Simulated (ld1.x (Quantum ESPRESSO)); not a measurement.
Varying the TM potential for platinum (Pt)

Base potential:

| Item | Value |
| --- | --- |
| Element | platinum (Pt) |
| Generator | ld1.x (Quantum ESPRESSO) 7.5 |
| Type | norm-conserving Troullier–Martins (Kleinman–Bylander form) |
| Functional | LDA (PZ) |
| Relativity | fully relativistic |
| Frozen core | [Kr] 4d10 4f14 5s2 |
| Valence charge | 16 |
| Reference configuration | 5p6 5d8 6s2 6p0 |
| Partial waves | 6s (bound): rc 2.00 bohr; 5p (bound): rc 1.05 bohr; 5d (bound): rc 1.90 bohr |
| Local potential | all-electron potential smoothed inside 1.65 bohr (lloc = -1) |
| Core correction | a·sin(br)/r model core, default radius (core density twice the valence density) |

Open shells are filled in proportion to 2j + 1 (rel_dist='average').

All-electron outer shells of the reference configuration (LDA (PZ), scalar-relativistic, ld1.x):

```json
{"shell": "5s", "level (eV)": "-104.90", "outermost node (bohr)": "0.49", "outermost maximum (bohr)": "0.87"}
{"shell": "4f", "level (eV)": "-73.31", "outermost node (bohr)": "–", "outermost maximum (bohr)": "0.38"}
{"shell": "5p", "level (eV)": "-58.83", "outermost node (bohr)": "0.53", "outermost maximum (bohr)": "0.98"}
{"shell": "5d", "level (eV)": "-8.25", "outermost node (bohr)": "0.57", "outermost maximum (bohr)": "1.24"}
{"shell": "6s", "level (eV)": "-6.78", "outermost node (bohr)": "1.14", "outermost maximum (bohr)": "2.32"}
{"shell": "6p", "level (eV)": "-1.30", "outermost node (bohr)": "1.35", "outermost maximum (bohr)": "3.38"}
```

Cutoffs, loose and tight: the cutoffs (Ry, on a coarse ladder) from which the occupation-weighted sum of valence levels, in a spherical-Bessel basis at the reference potential, stays within 10 and 1 mRy of its value at 400 Ry. They do not see the model core or the augmentation charge, which bear on the density cutoff. Test errors are all-electron minus pseudo excitation energies from the reference, over the configurations 5p6 5d9 6s1 6p0; 5p6 5d9 6s0 6p0; 5p6 5d8 6s0 6p0; 5p6 5d8 6s1 6p1; 5p6 5d10 6s0 6p0; 5p6 5d9 6s0.5 6p0; 5p5 5d9 6s1 6p0. A dash means not determined; rows that change the core or the reference have their own tests. The largest error is taken over the tests solved by every variant that gives reliable tests at all: 5p5 5d9 6s1 6p0; 5p6 5d10 6s0 6p0; 5p6 5d8 6s0 6p0; 5p6 5d9 6s0 6p0; 5p6 5d9 6s0.5 6p0; 5p6 5d9 6s1 6p0.

A true bound ghost makes a file unfit for plane-wave use even where its test errors are small: the radial tests pick states by their node count and pass the ghost by.

| change | outcome | cutoff, loose | cutoff, tight | bound ghosts | largest test error (meV) |
| --- | --- | --- | --- | --- | --- |
| base | generated | 140 Ry | 230 Ry | d5/2, s, p1/2 | -107 |
| wave 6s (bound): rc 2.00 bohr becomes 6s (bound): rc 1.42 bohr | generated | 160 Ry | 300 Ry | s, d5/2, p1/2 | -171 |
| wave 6s (bound): rc 2.00 bohr becomes 6s (bound): rc 1.58 bohr | generated | 140 Ry | 230 Ry | d5/2, s, p1/2 | -81 |
| wave 6s (bound): rc 2.00 bohr becomes 6s (bound): rc 2.02 bohr | generated | 140 Ry | 230 Ry | d5/2, s, p1/2 | -107 |
| wave 6s (bound): rc 2.00 bohr becomes 6s (bound): rc 2.40 bohr | generated | 140 Ry | 230 Ry | d5/2, s, p1/2 | -121 |
| wave 6s (bound): rc 2.00 bohr becomes 6s (bound): rc 2.60 bohr | generated | 140 Ry | 230 Ry | d5/2, s, p1/2 | -105 |
| wave 6s (bound): rc 2.00 bohr becomes 6s (bound): rc 2.86 bohr | generated | 140 Ry | 230 Ry | d5/2, s, p1/2 | -58 |

Reading the sweep of the s radius (base included, trends over the rows without a ghost): Bound ghosts are found at 1.42, 1.58, 2, 2.02, 2.4, 2.6, 2.86 bohr. Every judged row has one, so this setting neither creates nor removes them.
